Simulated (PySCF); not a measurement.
A GIAO shielding run with PySCF (density fitting, non-relativistic, gas phase) on `InChI=1S/C7H14O2/c1-3-5-7(8)9-6-4-2/h3-6H2,1-2H3`:

```
{"job": {"kind": "nmr", "xc": "mPW1PW91", "basis": "pcSseg-1", "pop": false}, "charge": 0, "multiplicity": 1}
C     -3.910144     0.043346     0.011589
C     -2.547241     0.715091    -0.031013
C     -1.555153     0.048851     0.901989
O     -0.304231     0.730226     0.926900
C      0.565097     0.436634    -0.048913
O      0.345343    -0.372941    -0.913388
C      1.818521     1.264606     0.071287
C      2.973202     0.739856    -0.766988
C      3.534612    -0.580776    -0.262890
H     -4.613468     0.525501    -0.682769
H     -4.354231     0.090664     1.019017
H     -3.842740    -1.019192    -0.271528
H     -2.632876     1.778834     0.247133
H     -2.139964     0.681602    -1.053925
H     -1.916482     0.069778     1.940813
H     -1.390567    -0.998360     0.603526
H      1.539341     2.287783    -0.235375
H      2.081075     1.340547     1.138851
H      3.767848     1.503232    -0.784745
H      2.625869     0.621049    -1.805643
H      2.766322    -1.368118    -0.285832
H      4.376381    -0.919993    -0.885017
H      3.900975    -0.491513     0.772889
```

Hardware: 1 thread of an Arm Neoverse V1, shared host.

Question: How large is the calculation?

Answer: 72 electrons, 223 basis functions and 1151 auxiliary functions.

Question: How long does it take?

Answer: 38 s of wall time, with 14 SCF cycles and 5 response iterations. Times on a shared host scatter by some tens of per cent.

Question: And these other runs on the same molecule and hardware: GIAO shielding at PBE0/pcSseg-1?

Answer: PBE0/pcSseg-1: 223 functions, 41 s.
